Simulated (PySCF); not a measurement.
A PySCF script (with the pyscf-properties extension) for the NMR shieldings of SMILES C[P@H](=S)Cc1ccccc1, C₈H₁₁PS, on a GFN2-xTB geometry:

```python
import basis_set_exchange as bse
import numpy as np
from pyscf import gto, dft
from pyscf.prop import nmr

atoms = """
C    -2.273831    0.332743   -1.155850
P    -2.117830   -1.021131    0.064731
S    -3.781019   -1.713808    0.759935
C    -0.925950   -0.402737    1.333995
C     0.381416   -0.037263    0.711696
C     1.273993   -1.036566    0.340293
C     2.470855   -0.716949   -0.274488
C     2.789246    0.606952   -0.526608
C     1.906991    1.608432   -0.158628
C     0.708336    1.288577    0.454536
H    -2.837505   -0.041453   -2.010091
H    -2.841313    1.141799   -0.693689
H    -1.298097    0.691228   -1.477049
H    -1.320497   -1.931056   -0.641072
H    -1.408331    0.449615    1.823571
H    -0.819658   -1.203615    2.072639
H     1.029253   -2.069919    0.545691
H     3.156545   -1.501844   -0.556987
H     3.723743    0.857126   -1.005367
H     2.151990    2.642783   -0.349129
H     0.022741    2.074031    0.741402
"""
names = dict.fromkeys(["C", "P", "S", "H"], "pcSseg-1")
basis = {el: gto.basis.parse(bse.get_basis(n, elements=[el], fmt="nwchem")) for el, n in names.items()}
mol = gto.M(atom=atoms, basis=basis, charge=0, verbose=0)
mf = dft.RKS(mol, xc="PBE0")
mf.grids.level = 2
mf.grids.alignment = dft.numint.BLKSIZE   # the property module wants whole blocks of grid points
mf.conv_tol = 1e-9
mf.kernel()

calc = nmr.RKS(mf)   # GIAO
C = mf.mo_coeff
Co = C[:, mf.mo_occ > 0]
resp = mf.gen_response(singlet=True, hermi=2)
def vind(x):   # induced exchange potential for any number of trial vectors
    d = np.einsum("pi,xij,qj->xpq", C, 2 * x.reshape(-1, C.shape[1], Co.shape[1]), Co, optimize=True)
    return np.einsum("xpq,pi,qj->xij", resp(d - d.transpose(0, 2, 1)), C, Co, optimize=True).ravel()
mo1, _ = nmr.rhf.solve_mo1(calc, with_cphf=vind)
sigma = calc.kernel(mo1)
for i, s in enumerate(sigma):   # ppm
    print("%2d %-2s %9.2f" % (i, mol.atom_pure_symbol(i), np.trace(s) / 3))
```

**Question.** What does it print?

**Answer.** 
```
 0 C     167.89
 1 P     310.69
 2 S     735.41
 3 C     137.28
 4 C      47.86
 5 C      52.58
 6 C      51.97
 7 C      54.08
 8 C      51.90
 9 C      52.04
10 H      30.35
11 H      30.65
12 H      30.51
13 H      24.96
14 H      28.77
15 H      28.11
16 H      24.27
17 H      24.04
18 H      24.14
19 H      24.07
20 H      24.34
```

These numbers come from an equivalent density-fitted implementation of the same equations, which agrees with the script to about 0.01 ppm for H and up to a few tenths of a ppm for heavy atoms, so last digits may differ.

**Question.** Turn these shieldings into chemical shifts. Chemical shifts δ = σref − σ; ¹³C (σ = 186.93 ppm), ¹H (σ = 31.72 ppm) against TMS; ³¹P (σ = 318.38 ppm) vs H3PO4; CS2 for ³³S (σ = 503.73 ppm), all at this level.

**Answer.** Averaging equivalent atoms: C 4: 139.1; C 6/8: 135.0; C 5/9: 134.6; C 7: 132.8; C 3: 49.6; C 0: 19.0; P 1: 7.7; S 2: -232; H 17/19: 7.66; H 18: 7.57; H 16/20: 7.41; H 13: 6.76; H 15: 3.61; H 14: 2.95; H 10/11/12: 1.22 ppm. Experimental scales use liquid or dissolved standards, which lie at an offset from isolated H3PO4.

Size and cost of the density-fitted run: 239 basis functions, 56 s wall time on 1 thread of an Arm Neoverse V2, shared host; peak memory 1.1 GiB.
